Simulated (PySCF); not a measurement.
Gas-phase reaction: WO2(OH)2 + 4 F + HOF = WF5OH + 2 HO2

Method: PySCF energies (xtb for GFN2) plus ideal-gas RRHO corrections (1 bar). † marks an energy on the PBE0/def2-TZVP geometry and frequencies; other levels use their own. Open shells (unrestricted): F (multiplicity 2), HO2 (multiplicity 2); the rest are closed-shell singlets. GFN2 has no spin-polarisation term. Spin-orbit splitting is ignored; it lowers the true energy and changes the entropy of F. B3LYP is the form with VWN-RPA correlation. W: scalar-relativistic def2 core potential, no spin-orbit coupling. WF5OH: computed as isolated molecules; such fragments, hydroxides, amides, oligomers or adducts are transient or little studied in the gas. Warning, point group unlike the PBE0 one: WF5OH, WO2(OH)2 (GFN2-xTB).

| level | ΔH°(298 K), kJ |
|---|---|
| B3LYP/def2-TZVP† | ___ |
| GFN2-xTB | -1526 |
| M06-2X/def2-TZVP† | -1012 |
| PBE/def2-SVP | ___ |
| PBE0/def2-SVP† | ___ |
| PBE0/def2-TZVP | -1042 |
| r2SCAN/def2-TZVP† | -1101 |
| LDA/def2-TZVP† | ___ |
| ωB97X-V/def2-TZVP† | -1073 |

Q: Complete the blanks.

A: 
- B3LYP/def2-TZVP†, ΔH°(298 K), kJ: -1044
- PBE/def2-SVP, ΔH°(298 K), kJ: -1228
- PBE0/def2-SVP†, ΔH°(298 K), kJ: -1092
- LDA/def2-TZVP†, ΔH°(298 K), kJ: -1420
